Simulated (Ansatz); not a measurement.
```yaml
crystal:
  periodic: [false, false, false]
  atoms:
    - {symbol: F, position_ang: [-1.679806, 0.548062, 1.058867]}
    - {symbol: C, position_ang: [-0.533601, 0.852936, 0.372444]}
    - {symbol: C, position_ang: [-0.475039, 0.136243, -0.985794]}
    - {symbol: C, position_ang: [0.394103, -0.980297, -0.355912]}
    - {symbol: C, position_ang: [0.640105, -0.041129, 0.818515]}
    - {symbol: F, position_ang: [1.811601, 0.635318, 0.695169]}
    - {symbol: F, position_ang: [0.592133, -0.549814, 2.057089]}
    - {symbol: H, position_ang: [-0.366099, 1.930452, 0.415870]}
    - {symbol: H, position_ang: [-1.447699, -0.158794, -1.375303]}
    - {symbol: H, position_ang: [0.057803, 0.722492, -1.734078]}
    - {symbol: H, position_ang: [-0.198931, -1.838881, -0.041982]}
    - {symbol: H, position_ang: [1.282329, -1.311789, -0.890785]}
basis:
  gaussian: {orbitals: pcseg-2, final_grid: {core_spheres: 5, valence_spheres: 4, degree: 11}}
hamiltonian: {xc: {name: HF}}
correlation: {active_space: {window: {electrons: 3, orbitals: 2}}}
accuracy: high
output: {forces: true}
```

```sh
$ ansatz run in.yaml --threads 4 --pin off --events-out ev --progress --plain --max-ram 11315MiB
```

Task: How does Ansatz answer? (Best estimate.)

Result: Computed: The run stopped with an error.
```
Functional definition: HF
5184 factors; integrals over basis functions are off by at most 1.1e-8 eV
mean field evaluation 1: about -12317.7765 eV, gradient 4.3e1 eV
mean field evaluation 2: about -12318.0704 eV, gradient 4.3e1 eV
mean field evaluation 4: about -12322.2299 eV, gradient 4.6e0 eV
mean field evaluation 8: about -12322.2980 eV, gradient 3.0e-1 eV
mean field evaluation 16: about -12322.2983 eV, gradient 2.3e-8 eV
mean field -12322.29832364 eV, -452.8361110399 hartree, gradient 2.2e-8 eV, S^2 0.000000; 0 other end points of the search recorded, 0 dependent functions left out
reference -12322.29832364 eV, -452.8361110399 hartree; 28, 28 occupied and 252, 252 virtual orbitals, 5184 factors
Error: 3 electrons in 2 orbitals form no window around the highest filled level of the reference
```
